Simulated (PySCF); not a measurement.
B2H6O4Si, SMILES OB(O)[SiH2]B(O)O. The structure is a stationary point at B3LYP-D3(BJ)/def2-SVP. The structure was generated by enumeration, and PubChem lists no compound with its InChIKey, so it may never have been made. The values are those of a single conformer.

Give the equilibrium geometry at B3LYP-D3(BJ)/def2-SVP (PySCF confirms it by a frequency run) as Cartesian coordinates in Å. (An estimate is asked for; the answer gives what the named calculation found.)

Several could match; the one computed here: 
```xyz
13

B     -1.6219    -0.2148    -0.0475
O     -1.6692     1.0284    -0.5975
O     -2.7622    -0.9522     0.0304
Si     0.1467    -0.9498     0.6676
B      1.5864     0.3126    -0.0455
O      2.9270     0.1094    -0.1755
O      1.1056     1.5325    -0.4663
H     -0.7974     1.4617    -0.6271
H     -3.5182    -0.4686    -0.3374
H      0.4319    -2.3674     0.2733
H      0.1797    -0.9170     2.1675
H      3.2162    -0.7613     0.1214
H      1.8015     2.1162    -0.8078
```
